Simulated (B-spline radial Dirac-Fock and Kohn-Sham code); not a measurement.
## K-line shifts caused by a second vacancy in Sn³⁺

System: tin as Sn³⁺ in the configuration 1s2 2s2 2p6 3s2 3p6 3d10 4s2 4p6 4d10 5s1, inside a Watson sphere of charge -3 and radius 3 Å (a model of the Madelung potential; inside it an electron's potential energy is raised by 14.4 eV).

Method: Dirac-Fock energy differences between relaxed states, corrected for Breit and QED terms. Computed with a radial finite-basis atomic code. Each two-hole energy is an average over J within one jj subconfiguration, not an observable level; in light atoms, where LS coupling holds, the j-resolved values are not observed lines, and for a K spectator the Kα1 hypersatellite is nearly forbidden. Correlation and solid-state effects are left out.

Lines without a spectator: Kα2 (K-L2) 25042.2 eV, Kα1 (K-L3) 25269.8 eV, Kβ3 (K-M2) 28440.0 eV, Kβ1 (K-M3) 28482.6 eV. Shifts in eV with one spectator hole (a dash: not computed, or left out as unreliable):

```csv
spectator hole,Kα2,Kα1,Kβ3,Kβ1
K (1s),+576.8,+595.2,+735.9,+739.8
L2 (2p1/2),+63.8,+80.5,–,+169.9
L3 (2p3/2),+62.1,+62.4,+150.1,–
M2 (3p1/2),–,+9.36,+20.84,+25.30
M3 (3p3/2),+6.89,–,+21.40,+20.85
M4 (3d3/2),+1.29,-1.36,–,–
M5 (3d5/2),-1.85,+0.11,–,–
```

With n spectator holes in 2p, averaged over the 2p shell (energies in eV):

```csv
n,KαLⁿ,step,hypersatellite KαʰLⁿ
0,25193.9,–,25782.9
1,25261.1,+67.2,25851.7
2,25329.6,+68.5,25921.6
3,25399.4,+69.8,25992.9
4,25470.5,+71.1,26065.5
5,25542.8,+72.3,26139.3
```
